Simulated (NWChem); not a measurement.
InHOBrF; SMILES [OH][In]([F])[Br]

```xyz
5

In    -0.0125     0.6562     0.0000
F      1.7174     1.6118     0.0000
Br     0.0017    -1.8143     0.0000
O     -1.6860     1.7666     0.0000
H     -1.4154     2.7081     0.0000
```
Atoms are numbered in this order, from 1.

Results from NWChem. Medium grid unless said otherwise, to which SCAN and Minnesota functionals are sensitive. The geometry was optimised at PBE-D3(BJ)/def2-SVP. def2 effective core potentials on In; no spin-orbit coupling. Hybrids' shares of exact exchange are those that their runs print; pure functionals count as 0. The functionals differ in more than this share.

```csv
row,share of exact exchange,orbital gap (eV)
PBE/def2-SVP,0.00,3.59
BLYP/def2-SVP,0.00,3.50
B3LYP/def2-SVP,0.20,5.32
B3PW91/def2-SVP,0.20,5.48
PBE0/def2-SVP,0.25,5.93
M06-2X/def2-SVP,0.54,withheld
```

Q: Fit a straight line of the last column on the one before it, predict the withheld value, and compare with the run.

A: 
1. Means of the 5 shown rows: x = 0.130, y = 4.764. Slope Σ(x − x̄)(y − ȳ)/Σ(x − x̄)² = 0.5459/0.05800 = 9.412; intercept 3.540.
2. The shown rows scatter about the line by 0.062 (root mean square); the largest residual is -0.10, at B3LYP/def2-SVP.
3. At x = 0.54 (M06-2X/def2-SVP; beyond the shown range) the line gives 8.62.
4. The run gives 8.07, -0.55 from the line, 8.9 times the scatter.
